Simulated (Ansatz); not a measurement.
Ansatz (a quantum-chemistry and plane-wave program) input:

Ansatz 0.2 input:
```yaml
crystal:
  periodic: [false, false, false]
  atoms:
    - {symbol: B, position_ang: [-0.47507669, 0.02587038, 0.04894907]}
    - {symbol: C, position_ang: [1.05806769, -0.07439455, -0.10103191]}
    - {symbol: O, position_ang: [-1.20838647, 0.97705410, -0.59403754]}
    - {symbol: O, position_ang: [-1.18699266, -0.83089842, 0.83287825]}
    - {symbol: H, position_ang: [1.65206578, -0.81913817, 0.40319656]}
    - {symbol: H, position_ang: [1.63503766, 0.59349546, -0.71973644]}
    - {symbol: H, position_ang: [-0.70459391, 1.57348007, -1.14377548]}
    - {symbol: H, position_ang: [-0.66778947, -1.49504398, 1.28169302]}
basis:
  gaussian:
    orbitals: def2-TZVP
hamiltonian:
  xc: b3lyp
  dispersion: d3bj
magnetization: {spin_polarized: true, initial_magnetization: 1}
relax: {f_tol: 0.002, max_steps: 150}
```

Task: Predict the final energy.

Result: -215.97353 Eh (B3LYP-D3(BJ)/def2-TZVP). The basis has 148 functions.

It need not be the lowest isomer of its formula.
